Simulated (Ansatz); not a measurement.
Abridged output of a molecular run in Ansatz:

```
Functional definition: HF
1562 factors; integrals over basis functions are off by at most 7.6e-4 eV
mean field evaluation 1: about -44832.4427 eV, gradient 3.8e1 eV
mean field evaluation 2: about -44832.6527 eV, gradient 3.9e1 eV
mean field evaluation 4: about -44835.8193 eV, gradient 2.7e0 eV
mean field evaluation 8: about -44835.8586 eV, gradient 2.7e-1 eV
mean field -44835.85893351 eV, -1647.6874249699 hartree, gradient 2.9e-6 eV, S^2 0.000000; 0 other end points of the search recorded, 0 dependent functions left out
20 core orbitals not correlated: weight in the atoms' cores, before any rotation towards them, 1.000 or more for the frozen orbitals, at most 0.000 for the correlated occupied ones
reference -44835.85893351 eV, -1647.6874249699 hartree; 21, 21 occupied and 194, 194 virtual orbitals, 1562 factors
second order -29.70233279 eV of doubles, -0.00000000 eV of singles
cycle   1  -30.08256639 eV  change   -3.8e-1 eV  update   1.1e-1
cycle   2  -30.71387762 eV  change   -6.3e-1 eV  update   3.0e-2
cycle   3  -30.84353696 eV  change   -1.3e-1 eV  update   1.6e-2
cycle   4  -30.82802491 eV  change    1.6e-2 eV  update   3.9e-3
cycle   5  -30.82589598 eV  change    2.1e-3 eV  update   1.9e-3
cycle   6  -30.82650426 eV  change   -6.1e-4 eV  update   6.2e-4
cycle   7  -30.82639960 eV  change    1.0e-4 eV  update   3.5e-4
cycle   8  -30.82638365 eV  change    1.6e-5 eV  update   1.3e-4
cycle   9  -30.82643637 eV  change   -5.3e-5 eV  update   5.7e-5
cycle  10  -30.82641431 eV  change    2.2e-5 eV  update   1.7e-5
perturbative correction -1.24583253 eV, -0.0457835012 hartree
Total energy: -44867.93118036 eV, -1648.8660583022 hartree
```

Its atoms:

Z-matrix (Å, degrees):
```
Sn
Cl 1 2.295
Cl 1 2.311 2 107.1
N 1 1.995 2 108.3 3 125.4
Cl 1 2.295 2 110.4 3 -116.3
H 4 1.013 1 112.4 2 178.0
H 4 1.013 1 112.4 2 -59.3
```

Which basis set was used?
A. def2-TZVPP
B. def2-QZVPP
C. cc-pV(D+d)Z
D. def2-SVP

A. It gives 235 functions.

Write the keys of the input that set method, charge and spin (a neutral closed shell needs none for the last two).


```yaml
correlation: {method: ccsd_t}
```
